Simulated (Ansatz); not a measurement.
C₄H₂F₂Ti (`C#[C][Ti]([F])([F])[C]#C`) at its PBE0-D4/def2-TZVP geometry, where that method's forces vanish. Charge 0, multiplicity 1.

```tsv
atom	x (Å)	y (Å)	z (Å)
C1	0.618	2.445	1.040
C2	0.501	1.513	0.270
Ti3	0.306	-0.028	-1.002
F4	1.877	-0.551	-1.530
F5	-0.693	0.445	-2.343
C6	-0.589	-1.506	0.019
C7	-1.132	-2.399	0.639
H8	0.720	3.262	1.720
H9	-1.608	-3.181	1.187
```

(1) For each bond, give half the difference of the two atoms' forces along it (eV/Å; positive pushes the atoms apart) under PBE-D4, r2SCAN-D4, B3LYP-D4, ωB97M-V in def2-TZVPP. (Estimate.)

Answers

(1) Ansatz gave: 
```
  bond  length (Å)  PBE-D4  r2SCAN-D4  B3LYP-D4  ωB97M-V
 C1–C2       1.215    1.01       0.41      0.01    -0.42
 C1–H8       1.067   -0.40      -0.27     -0.12     0.13
C2–Ti3       2.007   -0.64      -0.23     -0.04     0.25
Ti3–F4       1.738    0.45       0.23      0.31     0.03
Ti3–F5       1.738    0.45       0.23      0.31     0.03
Ti3–C6       2.007   -0.64      -0.23     -0.04     0.25
 C6–C7       1.215    1.01       0.41      0.01    -0.42
 C7–H9       1.067   -0.40      -0.28     -0.12     0.13
```

B3LYP here is the variant with VWN-RPA as its local correlation; programs differ in this.
